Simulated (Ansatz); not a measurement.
```yaml
crystal:
  periodic: [false, false, false]
  atoms:
    - {symbol: C, position_ang: [-0.620519, -2.838189, -1.714428]}
    - {symbol: S, position_ang: [-0.658007, -1.198473, -2.497602]}
    - {symbol: Ge, position_ang: [-0.443889, 0.023406, -0.696884]}
    - {symbol: F, position_ang: [-1.592673, -0.554686, 0.494377]}
    - {symbol: S, position_ang: [1.505371, -0.290719, 0.294071]}
    - {symbol: C, position_ang: [1.041877, -0.096239, 2.040156]}
    - {symbol: S, position_ang: [-0.913415, 2.098987, -1.230419]}
    - {symbol: C, position_ang: [0.010684, 2.993585, 0.049131]}
    - {symbol: H, position_ang: [-1.473281, -2.969444, -1.051042]}
    - {symbol: H, position_ang: [-0.678902, -3.561808, -2.527107]}
    - {symbol: H, position_ang: [0.310274, -2.986030, -1.168151]}
    - {symbol: H, position_ang: [0.155564, -0.681915, 2.271866]}
    - {symbol: H, position_ang: [0.875331, 0.950104, 2.292111]}
    - {symbol: H, position_ang: [1.886771, -0.471126, 2.617486]}
    - {symbol: H, position_ang: [-0.498411, 2.938888, 1.010491]}
    - {symbol: H, position_ang: [0.046682, 4.033288, -0.275296]}
    - {symbol: H, position_ang: [1.027444, 2.609971, 0.131442]}
basis:
  gaussian: {orbitals: def2-SVPD, final_grid: {core_spheres: 5, valence_spheres: 4, degree: 11}}
hamiltonian: {xc: {name: B97}}
scf: {lower_state_search: light}
output: {forces: true}
```

```sh
$ ansatz run in.yaml --threads 5 --pin off --events-out ev --progress --plain --max-ram 66560MiB --backend cuda --devices 0, --max-vram 37GiB
```

It prints (some lines left out):

```
Functional definition: B97
2640 factors; integrals over basis functions are off by at most 1.3e-3 eV
mean field evaluation 1: about -94961.6991 eV, gradient 7.1e1 eV
mean field evaluation 2: about -94948.9933 eV, gradient 1.1e2 eV
mean field evaluation 4: about -94972.3591 eV, gradient 4.6e0 eV
mean field evaluation 8: about -94972.4639 eV, gradient 1.0e0 eV
mean field evaluation 16: about -94972.4668 eV, gradient 8.2e-4 eV
mean field -94972.46681636 eV, -3490.1737808510 hartree, gradient 6.9e-5 eV, S^2 0.000000; 0 other end points of the search recorded, 0 dependent functions left out
reference -94972.46686282 eV, -3490.1737825587 hartree; 58, 58 occupied and 216, 216 virtual orbitals, 2640 factors
Total energy: -94972.46686282 eV, -3490.1737825587 hartree
Atom 0 at    -0.620519    -2.838189    -1.714428 Å, force     0.025431    -0.111748     0.074372 eV/Å
Atom 1 at    -0.658007    -1.198473    -2.497602 Å, force     0.043033     0.333732    -0.628130 eV/Å
Atom 2 at    -0.443889     0.023406    -0.696884 Å, force     0.120316     0.013119    -0.245181 eV/Å
Atom 3 at    -1.592673    -0.554686     0.494377 Å, force    -0.570335    -0.287904     0.461231 eV/Å
Atom 4 at     1.505371    -0.290719     0.294071 Å, force     0.515150    -0.069079    -0.263288 eV/Å
Atom 5 at     1.041877    -0.096239     2.040156 Å, force     0.008290     0.058223     0.206235 eV/Å
Atom 6 at    -0.913415     2.098987    -1.230419 Å, force    -0.340494     0.156627    -0.518219 eV/Å
Atom 7 at     0.010684     2.993585     0.049131 Å, force     0.223369     0.297581     0.211996 eV/Å
Atom 8 at    -1.473281    -2.969444    -1.051042 Å, force    -0.372794    -0.148623     0.193214 eV/Å
Atom 9 at    -0.678902    -3.561808    -2.527107 Å, force     0.024926    -0.268120    -0.164346 eV/Å
Atom 10 at     0.310274    -2.986030    -1.168151 Å, force     0.318257    -0.056130     0.117684 eV/Å
Atom 11 at     0.155564    -0.681915     2.271866 Å, force    -0.316553    -0.173555     0.245048 eV/Å
Atom 12 at     0.875331     0.950104     2.292111 Å, force     0.004975     0.304403     0.027666 eV/Å
Atom 13 at     1.886771    -0.471126     2.617486 Å, force     0.249893    -0.109972     0.086120 eV/Å
Atom 14 at    -0.498411     2.938888     1.010491 Å, force    -0.127413    -0.062261     0.362463 eV/Å
Atom 15 at     0.046682     4.033288    -0.275296 Å, force     0.024833     0.363232    -0.101732 eV/Å
Atom 16 at     1.027444     2.609971     0.131442 Å, force     0.169115    -0.239523    -0.065134 eV/Å
Dipole moment:     0.294431     0.002443     0.420720 e Å
```

Run time 9.5 s (5 threads of an AMD EPYC 7R13 on a shared host and a share of an NVIDIA H100 80 GB); peak host memory 0.96 GiB.
